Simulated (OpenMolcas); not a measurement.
# Pb⁺: the spin-orbit constant, thermal populations, worked from levels

* Program: OpenMolcas 26.06
* Basis: ANO-R3 [9s8p6d3f2g1h]
* Scalar Hamiltonian: X2C, finite nucleus
* Active space: 1 electron in 9 orbitals (RAS2 6p; RAS3 6d 7s, at most 1 electron)
* State averaging: 2S+1 = 2 odd, 3 roots; 2S+1 = 2 even, 6 roots
* Spin-orbit coupling: state interaction with AMFI integrals over the reference wave functions, term energies averaged over their components

Methods: RASSCF; SS-RASPT2, IPEA 0.25 Eh, imaginary shift 0.1 Eh (closed shells correlated: 5d 6s). Measured levels: NIST Handbook of Basic Atomic Spectroscopic Data.

**The spin-orbit constant.** For the Hund term 2P* of p1, E(J) = (A/2) J(J+1) + constant and ζ = 2S·A = A. From J = 1/2 to J = 3/2 the energy changes by 1.5 A.

```json
{"Source": "RASSCF", "E(3/2) - E(1/2)": "12084.7", "A": "8056.5", "ζ": "8056"}
{"Source": "SS-RASPT2", "E(3/2) - E(1/2)": "12084.7", "A": "8056.5", "ζ": "8056"}
{"Source": "measured", "E(3/2) - E(1/2)": "14081.1", "A": "9387.4", "ζ": "9387"}
```

All in cm-1. SS-RASPT2 is off by -14.2 % and RASSCF by -14.2 %. Both methods take the spin-orbit matrix elements from the reference wave functions, so the second can move ζ only through the term energies and any multistate remixing.

**Thermal populations.** Z = Σ (2J + 1) exp(-E/kT) with k = 0.695035 cm-1/K, over the levels below. No other level of either list lies under 56900 cm-1, which is above 7 kT at each temperature.

```
         Level  2J + 1  SS-RASPT2  measured
6s2 6p 2P* 1/2       2        0.0       0.0
6s2 6p 2P* 3/2       4      12080     14081
```

```
T (K)  Z, SS-RASPT2  Z, measured levels  Ground level (%), SS-RASPT2  Ground level (%), measured levels
 8000         2.456               2.318                         81.4                               86.3
```

At 8000 K, kT = 5560 cm-1, and the computed levels give Z = 2.000 + 0.456 = 2.456.

Spin-orbit splittings of 6p shells tend to come out small when the coupling is added on scalar orbitals. With one active electron the reference holds no correlation, so core polarisation is missing (holds for RASSCF). With one active electron, CASPT2 adds the correlation within the correlated inactive shells and between them and that electron, and leaves the splitting within a term as the reference gives it (holds for SS-RASPT2). Computed and measured levels are paired by configuration, term and J; levels that our copy of the source lacks, or whose pairing is in doubt (as where it misses far off the trend of its configuration), stay unpaired and out of the deviations. Only configurations of the active space appear.

* marks odd parity.
